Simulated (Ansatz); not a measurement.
Consider the silylene formation by 1,1-elimination: `CC[SiH2]Br` → `CC` + `[SiH]Br`.

Isolated molecules relaxed with PBE0-D4/def2-TZVP in Ansatz; ΔE leaves out vibrations. CCSD(T)/CBS is the MP2 limit (def2-TZVPP, def2-QZVPP) plus CCSD(T) − MP2 in def2-TZVPP, frozen cores. This one scheme is used for every species. DFT in def2-TZVPP. For Br outer-core shells are correlated without core-valence functions, which leaves a few kJ/mol of doubt a bond. Scalar relativity is left out up to krypton. Each species was taken in one conformer, which may not be the lowest.

```json
{"level": "LDA (SPW92)", "ΔE (kJ/mol)": "208.7"}
{"level": "PBE0", "ΔE (kJ/mol)": "187.9"}
```

Problem. What does CCSD(T)/CBS give? (Estimate.)

Solution. Computed: +191.0 kJ/mol. The listed levels differ from it by 17.7, -3.1 kJ/mol.

Largest T1 diagnostic among the species: 0.011.

From PBE to PBE0 (25 % exact exchange), in def2-TZVPP and without D4, ΔE moves by +15.3 kJ/mol. The D4 term adds +15.1 kJ/mol with B3LYP and +8.3 kJ/mol with PBE0; it sums over pairs of atoms, weighted by their polarisabilities, and B3LYP, whose exchange is more repulsive, gets the larger term. Leaving LDA and LC-ωPBE aside and taking each functional with its dispersion term where it has one, the values, not all of them listed here, spread over 44.2 kJ/mol, from BLYP-D4 to r2SCAN0-D4. LDA lies +36.1 kJ/mol from PBE without D4.

B3LYP here is the variant with VWN-RPA as its local correlation; programs differ in this.
